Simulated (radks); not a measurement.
Results of a calculation; reference values are marked as such.
Spherical quantum dot in the effective-mass picture: electrons in a parabolic well V = omega^2 r^2 / 2 with omega = 0.308, with a point charge +2 (a donor) at the centre, all in effective atomic units (hartree* = m*/eps^2 hartree, bohr* = eps/m* bohr), one dielectric constant everywhere. Level of theory: non-relativistic Kohn-Sham, r2SCAN, spin-polarised, spherical densities, generalised Kohn-Sham scheme (a radial shooting solver with Libxc functionals). Levels are named by radial order and angular momentum (1s, 1p, 1d, 2s, ...), and open shells are averaged over m. Results are scaled to m* = 0.279 and eps = 4.4, for which hartree* = 392.1 meV and bohr* = 0.8345 nm.

N = 7, configuration 1s2 1p(up 3, down 0) 2s2. This is the lowest configuration that the search found. Occupied and some empty levels:

level,occupation,eigenvalue (meV),<r> (nm)
1s up,1,475.65,0.8595
1s down,1,486.63,0.8059
2s up,1,735.16,2.612
1p up,3,742.25,2.575
2s down,1,764.43,2.737
1p down,0,777.85,2.671
1d up,0,843.21,3.030
1d down,0,872.06,3.123
1f up,0,949.73,3.365
2p up,0,957.57,2.975
1f down,0,973.33,3.451
2p down,0,981.88,2.941
1g up,0,1063.6,3.657
1g down,0,1082.8,3.725

Energy (meV): total 1379.64, kinetic 1792.1, external -3124.1, Hartree 3618.1, exchange-correlation -906.46.

Electron density:

r (nm),n(r) (e/nm^3)
0.216,2.531
0.457,0.8690
0.697,0.3219
0.938,0.1331
1.18,0.06793
1.42,0.04712
1.66,0.04170
1.90,0.03961
2.14,0.03728
2.38,0.03343
2.62,0.02817
2.86,0.02232
3.10,0.01661
3.34,0.01159
3.59,0.007597
3.83,0.004675
4.07,0.002696
4.31,0.001463
4.55,0.0007452
4.79,0.0003581
